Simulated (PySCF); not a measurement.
Species: C8H11O3S (charge -1).
Numbering: `[CH2:1]=[CH:2][C@@H:3]1[C@@H:4]([CH:5]2[CH2:6][CH2:7]2)[C@H:8]1[S:9](=[O:10])(=[O:11])[O-:12]` (hydrogens: H13, H14 on C1; H15 on C2; H16 on C3; H17 on C4; H18 on C5; H19, H20 on C6; H21, H22 on C7; H23 on C8)
Bond orders are those of one Lewis drawing.

Computed by this run: PBE0-D3(BJ)/def2-SVP geometry optimisation, gas phase (PySCF); density fitting, grid level 1; the optimiser is geomeTRIC in internal coordinates, started from a GFN2-xTB structure with every atom displaced at random (about 0.01 Å).

Step 1: E = -25416.1409 eV
```
atom  x, y, z in Å  |  force x, y, z in eV/Å
C1     -2.3433    2.2386   -0.7736    0.288  -0.347   0.023
C2     -1.8136    1.0284   -1.0144   -0.159   0.228   0.031
C3     -1.1219    0.1788   -0.0400    0.045  -0.077  -0.162
C4      0.1371   -0.5655   -0.4696   -0.011  -0.086   0.140
C5      1.3432   -0.6337    0.4153   -0.200   0.030  -0.030
C6      2.6050   -1.2339   -0.1137    0.032  -0.082  -0.131
C7      2.5292    0.2439    0.1444    0.132   0.099   0.234
C8     -1.1120   -1.3220   -0.1618   -0.101  -0.132  -0.017
S9     -1.3010   -2.3133    1.3596    0.410   0.505   0.055
O10    -0.3739   -3.4486    1.1667   -0.182   0.048   0.015
O11    -2.7350   -2.6584    1.3801    0.093  -0.030   0.013
O12    -0.8742   -1.3630    2.4328   -0.160  -0.330  -0.160
H13    -2.2941    2.6867    0.2223   -0.028   0.024   0.042
H14    -2.8033    2.8184   -1.5708   -0.159   0.105  -0.104
H15    -1.8897    0.6217   -2.0330    0.047  -0.006   0.000
H16    -1.1273    0.5146    0.9996    0.046   0.022   0.106
H17     0.3775   -0.4800   -1.5411   -0.018   0.002   0.085
H18     1.0908   -0.8378    1.4609   -0.018  -0.032  -0.023
H19     3.1952   -1.8648    0.5552    0.012   0.000   0.021
H20     2.6084   -1.5688   -1.1584   -0.011   0.014   0.079
H21     2.4876    0.9196   -0.7140   -0.005   0.020  -0.062
H22     3.0758    0.6501    1.0077   -0.091  -0.040  -0.151
H23    -1.6598   -1.7942   -0.9852    0.039   0.063  -0.003
```

Step 2: E = -25416.1489 eV
```
atom  x, y, z in Å  |  force x, y, z in eV/Å
C1     -2.3523    2.2415   -0.7809    0.005  -0.052  -0.045
C2     -1.8157    1.0396   -1.0275   -0.046   0.058   0.038
C3     -1.1202    0.1936   -0.0518    0.066   0.009   0.012
C4      0.1327   -0.5616   -0.4727    0.000   0.028  -0.089
C5      1.3257   -0.6385    0.4217    0.025   0.040  -0.020
C6      2.5887   -1.2534   -0.0906    0.001  -0.014  -0.038
C7      2.5227    0.2284    0.1568    0.021   0.016   0.037
C8     -1.1209   -1.3050   -0.1759    0.054  -0.099   0.145
S9     -1.2511   -2.2931    1.3437   -0.079  -0.086   0.182
O10    -0.3472   -3.4378    1.1130    0.023   0.079  -0.066
O11    -2.6809   -2.6446    1.4127   -0.063   0.040  -0.013
O12    -0.7958   -1.3766    2.4289   -0.076  -0.049  -0.172
H13    -2.3078    2.6841    0.2190   -0.016   0.007   0.000
H14    -2.8557    2.8123   -1.5670    0.009   0.004   0.030
H15    -1.8891    0.6306   -2.0453    0.024  -0.004   0.005
H16    -1.1179    0.5306    0.9909    0.004   0.017  -0.012
H17     0.3808   -0.4774   -1.5399    0.016   0.024   0.002
H18     1.0589   -0.8392    1.4640    0.022  -0.006  -0.005
H19     3.1671   -1.8842    0.5897   -0.010   0.007   0.010
H20     2.5979   -1.5965   -1.1303    0.002  -0.002   0.004
H21     2.4947    0.8968   -0.7103   -0.004  -0.014  -0.013
H22     3.0618    0.6378    1.0172   -0.008   0.008  -0.016
H23    -1.6757   -1.7703   -0.9967    0.030  -0.011   0.023
```

**Question.** Estimate the geometry and energy of step 3. (The exact step hangs on the optimiser's Hessian estimate; all steps are aligned on step 2, rigid shifts and turns removed.)

**Answer.** E = -25416.1525 eV, largest force 0.139 eV/Å
```
atom  x, y, z in Å  |  force x, y, z in eV/Å
C1     -2.3486    2.2271   -0.7696   -0.100   0.062  -0.026
C2     -1.7991    1.0320   -1.0114    0.004   0.003   0.012
C3     -1.1019    0.1889   -0.0343    0.002   0.050  -0.058
C4      0.1463   -0.5689   -0.4579   -0.027   0.021  -0.047
C5      1.3495   -0.6272    0.4219   -0.033  -0.034   0.035
C6      2.6104   -1.2408   -0.0984    0.006   0.005   0.017
C7      2.5367    0.2449    0.1271   -0.029  -0.031  -0.022
C8     -1.1117   -1.3093   -0.1633    0.053  -0.015   0.127
S9     -1.3081   -2.3004    1.3425    0.001  -0.054   0.127
O10    -0.4156   -3.4554    1.1258    0.045  -0.006  -0.021
O11    -2.7456   -2.6268    1.3587   -0.069   0.021  -0.024
O12    -0.8787   -1.4003    2.4482    0.050   0.018  -0.121
H13    -2.3203    2.6692    0.2317   -0.001   0.002  -0.013
H14    -2.8641    2.7904   -1.5556    0.058  -0.028   0.056
H15    -1.8621    0.6207   -2.0288    0.017   0.000  -0.002
H16    -1.1002    0.5264    1.0094   -0.002  -0.018  -0.044
H17     0.3903   -0.4852   -1.5253    0.006   0.018  -0.034
H18     1.0985   -0.8170    1.4698    0.002  -0.013   0.020
H19     3.2019   -1.8564    0.5846   -0.001   0.013   0.003
H20     2.6077   -1.6005   -1.1317    0.000  -0.009  -0.018
H21     2.4913    0.8974   -0.7521   -0.015  -0.026   0.015
H22     3.0833    0.6734    0.9707    0.030   0.024   0.035
H23    -1.6593   -1.7651   -0.9930    0.002  -0.004  -0.016
```

The energy changes by -0.0036 eV. The first-order estimate −F·Δx gives -0.0170 eV and the mean of the old and new forces, exact on a quadratic surface, -0.0047 eV. The step makes an angle of 79° with the force vector and moves no atom by more than 0.088 Å.

What follows is the cost of the whole optimisation. The run took 3.9 min wall, 9.8 min CPU on 2 threads, AMD EPYC 7B13 (x86_64), shared host with 64 logical CPUs at a one-minute load of 18, and the process peaked at 1.3 GiB of memory.
